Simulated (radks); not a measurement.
Results of a calculation; reference values are marked as such.
Problem. Dy+, 65 electrons, occupied as [Xe] 4f10.5 6s0.5 (fractional occupations, a model configuration). Level of theory: Dirac Kohn-Sham, PBE, spin-unpolarised, spherical densities, finite nucleus; open shells fill j = l - 1/2 first; Fermi nuclear charge, rms radius 5.2218 fm (a radial shooting solver on a logarithmic mesh with Libxc functionals). Some entries of the table are withheld. Estimate them.

orbital  occ.  eigenvalue (eV)  <r^2> (bohr^2)  r(max) (bohr)
1s1/2       2        -53593.37       0.0006095        0.01337
2s1/2       2        -8922.052        0.009461        0.07621
2p1/2       2        -8486.262        0.006846        0.05740
2p3/2       4        -7686.035        0.008072        0.06342
3s1/2       2        -1987.530         0.06276         0.2157
3p1/2       2              (1)         0.05826         0.2030
3p3/2       4              (2)         0.06521         0.2157
3d3/2       4        -1303.818         0.05170            (3)
3d5/2       6        -1267.524         0.05363            (4)
4s1/2       2        -395.0157          0.3175         0.4945
4p1/2       2        -319.9492          0.3330         0.4978
4p3/2       4        -282.8673          0.3716         0.5247
4d3/2       4        -159.2525          0.4244         0.5300
4d5/2       6        -152.5474          0.4399         0.5388
5s1/2       2         -52.6124             (5)          1.164
5p1/2       2         -32.7136             (6)          1.276
5p3/2       4         -28.1810             (7)          1.362
6s1/2     0.5          -8.0807           16.73          3.324
4f5/2       6          -6.5438           1.188         0.5384
4f7/2     4.5          -5.7001           1.298         0.5439

Solution. 
(1) 3p1/2 eigenvalue (eV): -1797.259
(2) 3p3/2 eigenvalue (eV): -1631.065
(3) 3d3/2 r(max) (bohr): 0.1708
(4) 3d5/2 r(max) (bohr): 0.1744
(5) 5s1/2 <r^2> (bohr^2): 1.941
(6) 5p1/2 <r^2> (bohr^2): 2.531
(7) 5p3/2 <r^2> (bohr^2): 2.926
